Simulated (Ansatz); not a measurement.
Geometry optimisation, RHF/def2-SVP (Ansatz).

input.yaml

```yaml
crystal:
  periodic: [false, false, false]
  atoms:
    - { symbol: W, position_ang: [0.474438, -0.488934, -0.487244] }
    - { symbol: O, position_ang: [0.174693, 0.24632, 2.546773] }
    - { symbol: H, position_ang: [-0.724962, 0.33278, 2.834145] }
    - { symbol: Cl, position_ang: [2.438134, -0.960616, 0.666241] }
    - { symbol: Cl, position_ang: [-0.483542, 3.109973, 0.836095] }
    - { symbol: H, position_ang: [-0.979072, -0.104294, 0.227264] }
    - { symbol: Cl, position_ang: [0.017969, -2.750461, -0.848901] }
    - { symbol: Cl, position_ang: [-0.034374, 0.1067, -2.630003] }
    - { symbol: Br, position_ang: [1.158666, 1.98407, -0.07006] }
    - { symbol: H, position_ang: [0.512251, 1.153362, 2.484491] }
basis:
  gaussian: { orbitals: def2-SVP }
hamiltonian:
  xc: hf
relax:
  f_tol: 0.03
  max_steps: 50
```

Launched with:

```bash
$ ansatz run input.yaml --threads 4 --pin off --max-ram 5120MiB --backend cpu --events-out ev --progress --plain --runs-dir out
```

Where does it end, and by what steps?

It converged. After 20 steps the energy has fallen by 1.242 eV; Br9 moved furthest, 1.81 Å. Parted: W1–Br9 (2.60 → 4.72 Å). Joined: W1–O2 (3.14 → 2.24 Å).

```json
{"step": "0", "energy less start (eV)": "0.0000", "largest force component (eV/Å)": "1.357", "accepted": "yes"}
{"step": "1", "energy less start (eV)": "-0.1671", "largest force component (eV/Å)": "1.873", "accepted": "yes"}
{"step": "2", "energy less start (eV)": "-0.2252", "largest force component (eV/Å)": "2.129", "accepted": "yes"}
{"step": "3", "energy less start (eV)": "-0.2231", "largest force component (eV/Å)": "2.333", "accepted": "no"}
{"step": "4", "energy less start (eV)": "-0.2846", "largest force component (eV/Å)": "1.887", "accepted": "yes"}
{"step": "5", "energy less start (eV)": "-0.3714", "largest force component (eV/Å)": "0.936", "accepted": "yes"}
{"step": "6", "energy less start (eV)": "-0.4624", "largest force component (eV/Å)": "0.548", "accepted": "yes"}
{"step": "7", "energy less start (eV)": "-0.5858", "largest force component (eV/Å)": "0.851", "accepted": "yes"}
{"step": "8", "energy less start (eV)": "-0.7922", "largest force component (eV/Å)": "0.810", "accepted": "yes"}
{"step": "9", "energy less start (eV)": "-0.9729", "largest force component (eV/Å)": "0.671", "accepted": "yes"}
{"step": "10", "energy less start (eV)": "-1.0855", "largest force component (eV/Å)": "0.656", "accepted": "yes"}
{"step": "11", "energy less start (eV)": "-1.1193", "largest force component (eV/Å)": "0.465", "accepted": "yes"}
{"step": "12", "energy less start (eV)": "-1.1743", "largest force component (eV/Å)": "0.343", "accepted": "yes"}
{"step": "13", "energy less start (eV)": "-1.1856", "largest force component (eV/Å)": "0.279", "accepted": "yes"}
{"step": "14", "energy less start (eV)": "-1.1907", "largest force component (eV/Å)": "0.872", "accepted": "yes"}
{"step": "15", "energy less start (eV)": "-1.2060", "largest force component (eV/Å)": "0.318", "accepted": "yes"}
{"step": "16", "energy less start (eV)": "-1.2194", "largest force component (eV/Å)": "0.824", "accepted": "yes"}
{"step": "17", "energy less start (eV)": "-1.2366", "largest force component (eV/Å)": "0.144", "accepted": "yes"}
{"step": "18", "energy less start (eV)": "-1.2391", "largest force component (eV/Å)": "0.100", "accepted": "yes"}
{"step": "19", "energy less start (eV)": "-1.2395", "largest force component (eV/Å)": "0.145", "accepted": "yes"}
{"step": "20", "energy less start (eV)": "-1.2422", "largest force component (eV/Å)": "0.025", "accepted": "yes"}
```

```xyz
10
Properties=species:S:1:pos:R:3
W 0.284 -0.803 -0.190
O -0.056 -0.301 1.966
H -0.562 -0.909 2.494
Cl 2.512 -0.535 0.499
Cl -0.504 4.286 0.606
H -0.733 0.530 -0.196
Cl -0.616 -2.838 0.548
Cl 0.109 -0.598 -2.468
Br 1.444 3.769 -0.176
H 0.676 0.027 2.475
```

Whether the end is a true minimum wasn't checked by a vibrational analysis.

The run took 5.1 min on 4 threads of Arm Neoverse N1, with other jobs on the host, peak memory 0.73 GiB.
